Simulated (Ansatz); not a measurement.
The same ligand exchange along the group F, Cl, Br, I.

Gas-phase electronic energies from Ansatz, PBE0-D4/def2-TZVP geometries. CBS: MP2 limit from def2 TZ/QZ plus the TZ coupled-cluster correction, frozen cores. This one scheme is used for every species. DFT in def2-TZVPP. def2 core potentials past Kr. For Br, I, Sn outer-core shells are correlated without core-valence functions, which leaves a few kJ/mol of doubt a bond. Scalar relativity is left out up to krypton. Each species was taken in one conformer, which may not be the lowest.

```csv
reaction,B2PLYP (kJ/mol),CCSD(T)/CBS(def2) (kJ/mol)
`F[SiH3]` + `[OH][Sn][O][SiH3]` → `[SiH3][O][Sn][O][SiH3]` + H–F,31,21
`[SiH3]Cl` + `[OH][Sn][O][SiH3]` → `[SiH3][O][Sn][O][SiH3]` + HCl,-9,-13
`[SiH3]Br` + `[OH][Sn][O][SiH3]` → `[SiH3][O][Sn][O][SiH3]` + HBr,-13,-13
`[SiH3]I` + `[OH][Sn][O][SiH3]` → `[SiH3][O][Sn][O][SiH3]` + HI,-22,-19
```

Largest T1 diagnostic: 0.016, for `[OH][Sn][O][SiH3]`.
